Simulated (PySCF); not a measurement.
BrH3InN. Atoms are numbered in the order given.

```xyz
6

In    -0.8615    -0.1107     0.0018
H     -1.8308    -1.3422     0.6703
Br     1.6227    -0.2400     0.2318
N     -1.3925     1.6076    -0.8874
H     -2.3116     1.7476    -1.2918
H     -0.6918     2.1628    -1.3666
```

Geometry: PBE0-D3(BJ)/def2-SVP. The def2 effective core potentials stand for the cores of In; spin–orbit coupling is left out. Other conformers were not sampled.

The numbers are results of PBE0-D3(BJ)/def2-SVP in PySCF, not measurements.

Frequencies are harmonic and unscaled.

```json
[
 {"mode": "1", "ν (cm⁻¹)": "109", "IR (km/mol)": "2.9", "Raman (Å⁴/amu)": "3.0", "depolarisation": "0.74", "moving atoms (share of kinetic energy)": "N 54 %, H 19 %, In 15 %, Br 12 %"},
 {"mode": "2", "ν (cm⁻¹)": "225", "IR (km/mol)": "166.2", "Raman (Å⁴/amu)": "3.4", "depolarisation": "0.06", "moving atoms (share of kinetic energy)": "H 71 %, N 21 %"},
 {"mode": "3", "ν (cm⁻¹)": "251", "IR (km/mol)": "48.4", "Raman (Å⁴/amu)": "3.1", "depolarisation": "0.32", "moving atoms (share of kinetic energy)": "Br 55 %, In 37 %"},
 {"mode": "4", "ν (cm⁻¹)": "314", "IR (km/mol)": "20.3", "Raman (Å⁴/amu)": "1.2", "depolarisation": "0.49", "moving atoms (share of kinetic energy)": "H 94 %"},
 {"mode": "5", "ν (cm⁻¹)": "428", "IR (km/mol)": "10.9", "Raman (Å⁴/amu)": "4.9", "depolarisation": "0.67", "moving atoms (share of kinetic energy)": "H 97 %"},
 {"mode": "6", "ν (cm⁻¹)": "454", "IR (km/mol)": "104.6", "Raman (Å⁴/amu)": "16.5", "depolarisation": "0.56", "moving atoms (share of kinetic energy)": "H 96 %"},
 {"mode": "7", "ν (cm⁻¹)": "635", "IR (km/mol)": "32.2", "Raman (Å⁴/amu)": "21.1", "depolarisation": "0.25", "moving atoms (share of kinetic energy)": "N 72 %, H 18 %, In 11 %"},
 {"mode": "8", "ν (cm⁻¹)": "733", "IR (km/mol)": "80.7", "Raman (Å⁴/amu)": "1.1", "depolarisation": "0.75", "moving atoms (share of kinetic energy)": "H 86 %, N 14 %"},
 {"mode": "9", "ν (cm⁻¹)": "1507", "IR (km/mol)": "11.4", "Raman (Å⁴/amu)": "4.1", "depolarisation": "0.75", "moving atoms (share of kinetic energy)": "H 91 %, N 9 %"},
 {"mode": "10", "ν (cm⁻¹)": "1870", "IR (km/mol)": "120.0", "Raman (Å⁴/amu)": "213.6", "depolarisation": "0.22", "moving atoms (share of kinetic energy)": "H 99 %"},
 {"mode": "11", "ν (cm⁻¹)": "3602", "IR (km/mol)": "29.0", "Raman (Å⁴/amu)": "201.3", "depolarisation": "0.12", "moving atoms (share of kinetic energy)": "H 96 %"},
 {"mode": "12", "ν (cm⁻¹)": "3718", "IR (km/mol)": "35.5", "Raman (Å⁴/amu)": "111.0", "depolarisation": "0.72", "moving atoms (share of kinetic energy)": "H 91 %, N 9 %"}
]
```
